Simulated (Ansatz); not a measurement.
Coupled-cluster run, `[NH2][Y]([F])[Cl]`.

```yaml
crystal:
  periodic: [false, false, false]
  atoms:
    - {symbol: N, position_ang: [-0.153918, 1.178256, 0.030207]}
    - {symbol: Y, position_ang: [0.237892, -0.901618, -0.008685]}
    - {symbol: F, position_ang: [2.101636, -1.432216, 0.449113]}
    - {symbol: Cl, position_ang: [-1.604876, -2.456085, -0.599151]}
    - {symbol: H, position_ang: [-1.039098, 1.628792, -0.172555]}
    - {symbol: H, position_ang: [0.500365, 1.918771, 0.254772]}
basis:
  gaussian: {orbitals: def2-TZVPP}
correlation: {method: ccsd_t}
output: {orbitals: {seedname: orbitals}}
```

```sh
$ ansatz run in.yaml --threads 2 --pin off --events-out ev --progress --plain
```

The program prints (abridged):

```
Functional definition: HF
1183 factors; integrals over basis functions are off by at most 1.1e-3 eV
mean field evaluation 1: about -17756.5051 eV, gradient 5.5e1 eV
mean field evaluation 2: about -17756.5741 eV, gradient 5.5e1 eV
mean field evaluation 4: about -17762.2630 eV, gradient 2.6e0 eV
mean field evaluation 8: about -17762.3196 eV, gradient 3.4e-1 eV
mean field evaluation 16: about -17762.3202 eV, gradient 1.7e-6 eV
mean field -17762.32017800 eV, -652.7532268085 hartree, gradient 1.7e-6 eV, S^2 0.000000; 0 other end points of the search recorded, 0 dependent functions left out
7 core orbitals not correlated: weight in the atoms' cores, before any rotation towards them, 1.000 or more for the frozen orbitals, at most 0.000 for the correlated occupied ones
reference -17762.32017800 eV, -652.7532268085 hartree; 16, 16 occupied and 165, 165 virtual orbitals, 1183 factors
second order -24.86508291 eV of doubles, -0.00000000 eV of singles
cycle   1  -24.87386040 eV  change   -8.8e-3 eV  update   1.1e-1
cycle   2  -25.33970506 eV  change   -4.7e-1 eV  update   4.0e-2
cycle   3  -25.48744289 eV  change   -1.5e-1 eV  update   2.0e-2
cycle   4  -25.48125795 eV  change    6.2e-3 eV  update   5.8e-3
cycle   5  -25.47379732 eV  change    7.5e-3 eV  update   2.4e-3
cycle   6  -25.47468378 eV  change   -8.9e-4 eV  update   9.0e-4
cycle   7  -25.47472645 eV  change   -4.3e-5 eV  update   2.8e-4
cycle   8  -25.47458709 eV  change    1.4e-4 eV  update   1.2e-4
cycle   9  -25.47461906 eV  change   -3.2e-5 eV  update   4.3e-5
cycle  10  -25.47466004 eV  change   -4.1e-5 eV  update   1.6e-5
cycle  11  -25.47463519 eV  change    2.5e-5 eV  update   6.9e-6
perturbative correction -0.91666361 eV, -0.0336867664 hartree
Total energy: -17788.71147681 eV, -653.7230891510 hartree
```

Hardware: 2 threads of a server CPU on a shared host. Wall time 110 s, peak host memory 2.2 GiB.

The correlation energy is -26.391 eV, 3.5 % of it from (T); the T1 diagnostic reads 0.0128.
